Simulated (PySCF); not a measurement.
## Interval between two levels of O²⁺ by level of theory

O²⁺ [He] 2s2 2p2 [3P2, M_J = 2] → O²⁺ [He] 2s1 2p3 [5S2, M_J = 2], as a difference of total energies. All numbers are calculated (PySCF 2.14, the two-component X2C-1e Hamiltonian, in x2c-TZVPall-2c with one added diffuse shell each of s, p, d type (6s4p3d1f, 40 functions)). Correlated levels: 1s2 frozen. "Screened" scales the spin-orbit matrix elements by Boettger's factors to mimic the two-electron term; Breit and QED terms are absent.

```csv
method,interval between two levels (cm⁻¹)
GHF (spin-free),44265
GMP2 (spin-free),55160
GHF (screened spin-orbit),44138
GMP2 (screened spin-orbit),55036
```

The labels give the starting determinants; with spin-orbit coupling the two ends relaxed to ⟨J²⟩ = 6.00, ⟨L²⟩ = 2.00, ⟨S²⟩ = 2.00 and ⟨J²⟩ = 6.00, ⟨L²⟩ = 0.00, ⟨S²⟩ = 6.00.
